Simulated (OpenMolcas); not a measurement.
Cu2+: moving or changing the point charges

Cu2+ among 6 point charges of -2.2 e arranged as a tetragonal octahedron (D4h), 1.7 Å from the ion, with the axial distance 1.734 Å. The active orbitals were held to one l.

```
Program             : OpenMolcas 26.06
Method              : CASSCF
Basis               : ANO-RCC-VDZP [5s4p2d1f]
Scalar Hamiltonian  : DKH2, point nucleus
Active space        : 9 electrons in 5 orbitals (3d)
State averaging     : 2S+1 = 2 even, 5 roots
Spin-orbit coupling : state interaction with AMFI integrals over the reference wave functions
```

Runs around this geometry, states (labels of D4, the rotations of D4h). Energies in cm-1 above the lowest state or level, χT in cm3 K/mol.

```tsv
R (Å)	q (e)	Axial / equatorial distance	Ground state	First state of that spin	First gap with spin-orbit (degeneracies)	χT at 300 K
1.7	-1.76	1.02	2B1	2A1 966.4	953.4 (2, 2)	0.617
1.54	-2.2	1.02	2B1	2A1 1524	1517 (2, 2)	0.508
1.7	-2.2	1.02	2B1	2A1 1192	1182 (2, 2)	0.571
1.78	-2.2	1.02	2B1	2A1 1059	1045 (2, 2)	0.610
1.7	-2.2	1.1	2B1	2A1 5203	5148 (2, 2)	0.564
```

Taking the first state of the same spin as R^-n, n = -ln(1059 / 1524) / ln(1.78 / 1.54) = 2.5 between the shortest and longest distance.

Scaling the charges by -1.76 / -2.2 = 0.80 scales the first state of the same spin by 966.4 / 1192 = 0.81; with fixed orbitals a first-order splitting would follow the charge.

This is an electrostatic model: the charges have no orbitals. No measured value stands beside these numbers.
